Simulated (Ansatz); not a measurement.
`[NH2][GeH]([OH])[SbH2]` + HCl → `[Cl][SbH2]` + `[NH2][GeH2][OH]`  (cleavage of the Sb–Ge bond)

Gas-phase electronic energies from Ansatz, PBE0-D4/def2-TZVP geometries. CCSD(T)/CBS is the MP2 limit (def2-TZVPP, def2-QZVPP) plus CCSD(T) − MP2 in def2-TZVPP, frozen cores. This one scheme is used for every species. Functionals use def2-TZVPP. Elements past krypton have def2 core potentials. For Ge, Sb outer-core shells are correlated without core-valence functions, which leaves a few kJ/mol of doubt a bond. Scalar relativity is left out up to krypton. One conformer a species, not always the lowest.

```csv
level,ΔE (kcal/mol)
revPBE-D4,-0.8
LC-ωPBE,-3.6
RPA@PBE/def2-TZVPP,-1.7
HF/CBS(def2),-9.0
```

(1) What does CCSD(T)/CBS give? (Estimate.)

(2) What do rigid-rotor, harmonic-oscillator terms from PBE0-D4/def2-TZVP frequencies (298.15 K, 1 bar) make of the CCSD(T)/CBS value? (An estimate is asked.)

Largest T1 diagnostic among the species: 0.013.

## Answers

(1) Computed: -2.1 kcal/mol. The listed levels differ from it by 1.3, -1.5, 0.4, -6.9 kcal/mol.

(2) Computed: ΔZPE = +0.9 kcal/mol, ΔH = -2.2 kcal/mol, ΔS = 14 J/(mol·K), ΔG = -3.2 kcal/mol.

The D4 term adds +1.7 kcal/mol with B3LYP and +1.0 kcal/mol with PBE0; it sums over pairs of atoms, weighted by their polarisabilities, and B3LYP, whose exchange is more repulsive, gets the larger term. In def2-TZVPP, CCSD(T) changes the Hartree–Fock value by +7.3 kcal/mol (the triples alone add +0.9 kcal/mol) and MP2 by +8.1 kcal/mol.

CCSD(T)/CBS has its own doubt, a few kJ/mol and more with outer-core shells, so smaller differences from it don't rank the levels.

B3LYP here is the variant with VWN-RPA as its local correlation; programs differ in this.
